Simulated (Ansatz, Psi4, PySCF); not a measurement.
Cl2Pb, singlet, at a GFN2-xTB geometry (such geometries of metal compounds can be far from the true shape) (core potentials on Pb). Base run: WB97X/def2-SVPD in PySCF.

PySCF was given this input:
```python
from pyscf import gto, scf, dft

mol = gto.Mole()
mol.atom = '''
    Pb    0.007651   -0.011172    0.463444
    Cl    1.261912    1.446514   -1.104634
    Cl   -1.298818   -1.392625   -1.130800
'''
mol.basis = 'def2-svpd'
mol.ecp = {'Pb': 'def2-svpd'}
mol.charge = 0
mol.spin = 0
mol.verbose = 4
mol.build()

mf = dft.RKS(mol)
mf.xc = 'wb97x'
mf.kernel()
```

The same geometry, method and basis name were run in Ansatz (an electronic-structure program) and Psi4 and PySCF, at each program's defaults and at the settings that a row names. The base is PySCF at its defaults. Differences at the defaults can come from grids, fitting, cores and function types together. The rows with settings made alike still differ; the cause (another SCF solution, basis table, core potential or functional code) wasn't traced.

| code and settings | ΔE vs base (µEh) | basis functions | E (Eh) | SCF cycles | dipole (D) |
|---|---|---|---|---|---|
| PySCF, defaults (exact integrals, its default grid, spherical functions) | 0.0 | 86 | -1113.14486 | 10 | 4.96 |
| Psi4, defaults (density fitting with its default set, its default grid, spherical functions) | 8918 | 86 | -1113.13594 | 8 | 4.96 |
| Ansatz, defaults (factorised integrals, its default grid, spherical functions) | -460 | 86 | -1113.14531 | - | - |
| PySCF, density fitting with def2-universal-jkfit | -13.3 | 86 | -1113.14487 | 10 | 4.96 |
| PySCF, fine grid | -966 | 86 | -1113.14582 | 10 | 4.96 |
| Psi4, exact integrals, spherical functions, fine grid | -1021 | 86 | -1113.14588 | 12 | 4.96 |
| Ansatz, high accuracy | -461 | 86 | -1113.14532 | - | - |
